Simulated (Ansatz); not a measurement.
Isolated molecules relaxed with PBE0-D4/def2-TZVP in Ansatz; ΔE leaves out vibrations. CCSD(T)/CBS adds triple-zeta CCSD(T) − MP2 to the extrapolated MP2 energy (def2 sets, frozen cores). This one scheme is used for every species. DFT in def2-TZVPP. B3LYP here is the variant with VWN-RPA as its local correlation; programs differ in this. One conformer a species, not always the lowest.

Consider the cleavage of the Si–Si bond: `C[SiH2][SiH](F)[SiH3]` + H₂S → `F[SiH]([SiH3])S` + `C[SiH3]`.

(1) Is it downhill or uphill in electronic energy at CCSD(T)/CBS, and by how much? (Estimate.)

(2) What do these levels give: PBE-D4, ωB97X-V, r2SCAN, B3LYP, HF/def2-TZVPP, HF/def2-QZVPP? (Estimate.)

Largest T1 diagnostic among the species: 0.013.

Answers

(1) Computed: Downhill: ΔE = -17.4 kcal/mol.

(2) Ansatz gave: PBE-D4 -15.1, ωB97X-V -17.0, r2SCAN -17.5, B3LYP -17.3, HF/def2-TZVPP -19.3, HF/def2-QZVPP -19.4 kcal/mol.

From PBE to PBE0 (25 % exact exchange), in def2-TZVPP and without D4, ΔE moves by −0.7 kcal/mol.
